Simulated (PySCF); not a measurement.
Ligand exchange on a metal centre used in film growth or etching (Zn CH3-Br). All species are isolated molecules in the gas phase. One relaxed conformer stands for each flexible species; it need not be the lowest.

Calculation: PBE-D3(BJ)/def2-TZVP // PBE-D3(BJ)/def2-SVP in PySCF 2.14.0. 

```
species                                    charge on the central atom (Mulliken) (e)  mean distance from the central atom to its bonded neighbours (Å)  charge on the central atom (meta-Löwdin) (e)  HOMO–LUMO gap (eV)
-----------------------------------------  -----------------------------------------  ----------------------------------------------------------------  --------------------------------------------  ------------------
0 of 2 CH3 replaced by Br                                                       0.31                                                             1.947                                          1.01                5.50
1 of 2 CH3 replaced by Br ([Zn(CH3)(Br)])                                       0.35                                                             2.097                                          1.05                5.45
2 of 2 CH3 replaced by Br ([Zn(Br)2])                                           0.46                                                             2.237                                          1.13                4.57
```
